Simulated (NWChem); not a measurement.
Species: C2H5NOSi; SMILES [SiH3]/C=N/C=O

```xyz
10

O      0.3150    -2.9235     0.0000
C     -0.3022    -1.8917     0.0000
N      0.3264    -0.6069     0.0000
C     -0.4882     0.3856     0.0000
Si     0.1491     2.1740     0.0000
H     -1.4188    -1.8632     0.0000
H     -1.5831     0.2043     0.0000
H     -0.3883     2.8569    -1.2070
H      1.6284     2.1822     0.0000
H     -0.3883     2.8569     1.2070
```
Atoms are numbered in this order, from 1.

Computed with NWChem. Medium grid unless said otherwise, to which SCAN and Minnesota functionals are sensitive. Structure relaxed at the B3LYP/6-31G* (spherical d) level. Total energies of different functionals are on different scales.

```json
[
 {"level": "B3LYP/def2-TZVP", "energy (Ha)": "-498.7614", "highest occupied level (eV)": "?", "orbital gap (eV)": "?", "dipole (D)": "4.14"},
 {"level": "PBE0/def2-TZVP", "energy (Ha)": "-498.3695", "highest occupied level (eV)": "-7.72", "orbital gap (eV)": "5.16", "dipole (D)": "4.12"},
 {"level": "Hartree-Fock/def2-TZVP", "energy (Ha)": "-496.9446", "highest occupied level (eV)": "-11.40", "orbital gap (eV)": "12.91", "dipole (D)": "4.86"},
 {"level": "LDA (Slater exchange, VWN5)/def2-TZVP", "energy (Ha)": "-495.8696", "highest occupied level (eV)": "-6.39", "orbital gap (eV)": "2.54", "dipole (D)": "4.00"},
 {"level": "r2SCAN/def2-TZVP", "energy (Ha)": "-498.5910", "highest occupied level (eV)": "-6.52", "orbital gap (eV)": "3.06", "dipole (D)": "4.02"}
]
```

Question: Some entries are withheld; supply them.

Answer: 
- B3LYP/def2-TZVP, highest occupied level (eV): -7.51
- B3LYP/def2-TZVP, orbital gap (eV): 4.74
